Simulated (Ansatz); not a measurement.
`C[S][K]` + HI → `[K][I]` + CH₃SH at 400 K and 1 bar (ligand exchange at a K–S bond).

Isolated molecules relaxed with PBE0-D4/def2-TZVP in Ansatz; ΔE leaves out vibrations. CBS: MP2 limit from def2 TZ/QZ plus the TZ coupled-cluster correction, frozen cores. This one scheme is used for every species. Elements past krypton have def2 core potentials. For I, K outer-core shells are correlated without core-valence functions, which leaves a few kJ/mol of doubt a bond. Scalar relativity is left out up to krypton.

| species | CCSD(T)/CBS energy (Eh) | H − E (kJ/mol) | S (J/(mol·K)) |
| --- | --- | --- | --- |
| `C[S][K]` | -1037.10009 | 121.7 | 349.0 |
| HI | -298.03592 | 25.7 | 215.0 |
| `[K][I]` | -896.96383 | 15.1 | 269.2 |
| CH₃SH | -438.22835 | 138.7 | 269.4 |

H − E and S are ideal-gas, rigid-rotor, harmonic terms from PBE0-D4/def2-TZVP. 1 Eh = 2625.50 kJ/mol, R = 8.31446 J/(mol·K).

Task: By hand: ΔE, ΔH, ΔS and ΔG.

Result: ΔE = (-896.96383) + (-438.22835) − (-1037.10009) − (-298.03592) = -0.05617 Eh = -147.5 kJ/mol. Δ(H − E) = 15.1 + 138.7 − 121.7 − 25.7 = 6.4, so ΔH = -141.1 kJ/mol. ΔS = 269.2 + 269.4 − 349.0 − 215.0 = -25.4 J/(mol·K). ΔG = -141.1 − 400 × (-25.4)/1000 = -130.9 kJ/mol.

Task: By hand: the equilibrium constant, and the temperature at which ΔG would vanish if ΔH and ΔS stayed fixed.

Result: log₁₀ K = −ΔG/(RT ln 10) = 17.1. ΔG = 0 at ΔH/ΔS = 5555 K, far beyond where these terms or the molecules hold.

ΔH outweighs TΔS. A doubt of 5 kJ/mol in ΔE shifts log₁₀ K by 0.7 here. Modes under 60 cm⁻¹, often nearly free rotors, make the harmonic entropy too high. These are equilibria of isolated gas molecules and say nothing of rates. Largest T1 diagnostic: 0.009 (customary marks: 0.02 for closed shells, 0.045 for open ones).
